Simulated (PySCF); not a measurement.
**²⁹Si chemical shifts**

- GFN2-xTB geometry
- shieldings: GIAO PBE0/pcSseg-1
- program: PySCF
- equivalent nuclei averaged, gas phase, one conformer, no relativistic terms

Shieldings were converted by a linear fit to measured shifts: ²⁹Si: δ = 279.94 − 0.822σ (rms 8.9 ppm, 72 shifts, 25.8 ppm with the 6 outliers that the fit left out vs TMS, solution or neat liquid). Occasional misses reach two or three times the rms, and more in compound classes unlike the fitted ones.

Q: Give the ²⁹Si shifts of `N[Si]1(N)CC[C@H]1N[SiH3]`, `C=CCC[C@@H]1OCC(=O)[SiH2]1`, `C[Si@@H](N)[Si@@H](C)C[SiH3]`, `CCC1=C(OC)[SiH2]C=CO1`, `N#C[SiH2][SiH2][SiH3]`, `C[SiH2][C@@H]1CC[Si@H]1N`, `C[SiH2][C@@H]1CC[Si@H]1N`, `CC1(N([SiH3])[SiH3])CC1`.

A: 
```tsv
compound	environment	δ (ppm)
[NH2:1][Si:2]1([NH2:3])[CH2:4][CH2:5][C@H:6]1[NH:7][SiH3:8]	Si2: silicon bonded to 2 C, 2 N, in a 4-membered ring	-8.0
[NH2:1][Si:2]1([NH2:3])[CH2:4][CH2:5][C@H:6]1[NH:7][SiH3:8]	Si8: silicon bonded to N, 3 H	-56.4
C=CCC[C@@H]1OCC(=O)[SiH2]1	silicon bonded to 2 C, 2 H, in a 5-membered ring	-71.0
[CH3:1][Si@@H:2]([NH2:3])[Si@@H:4]([CH3:5])[CH2:6][SiH3:7]	Si2: silicon bonded to C, N, Si, H	-32.2
[CH3:1][Si@@H:2]([NH2:3])[Si@@H:4]([CH3:5])[CH2:6][SiH3:7]	Si4: silicon bonded to 2 C, Si, H	-45.8
[CH3:1][Si@@H:2]([NH2:3])[Si@@H:4]([CH3:5])[CH2:6][SiH3:7]	Si7: silicon bonded to C, 3 H	-68.4
CCC1=C(OC)[SiH2]C=CO1	silicon bonded to 2 C, 2 H, in a 6-membered ring	-78.5
[N:1]#[C:2][SiH2:3][SiH2:4][SiH3:5]	Si3: silicon bonded to C, Si, 2 H	-90.2
[N:1]#[C:2][SiH2:3][SiH2:4][SiH3:5]	Si5: silicon bonded to Si, 3 H	-102.4
[N:1]#[C:2][SiH2:3][SiH2:4][SiH3:5]	Si4: silicon bonded to 2 Si, 2 H	-111.8
[CH3:1][SiH2:2][C@@H:3]1[CH2:4][CH2:5][Si@H:6]1[NH2:7]	Si6: silicon bonded to 2 C, N, H, in a 4-membered ring	-9.8
[CH3:1][SiH2:2][C@@H:3]1[CH2:4][CH2:5][Si@H:6]1[NH2:7]	Si2: silicon bonded to 2 C, 2 H	-41.6
[CH3:1][SiH2:2][C@@H:3]1[CH2:4][CH2:5][Si@H:6]1[NH2:7]	Si6: silicon bonded to 2 C, N, H, in a 4-membered ring	-9.8
[CH3:1][SiH2:2][C@@H:3]1[CH2:4][CH2:5][Si@H:6]1[NH2:7]	Si2: silicon bonded to 2 C, 2 H	-41.6
CC1(N([SiH3])[SiH3])CC1	silicon bonded to N, 3 H (×2)	-49.6
```
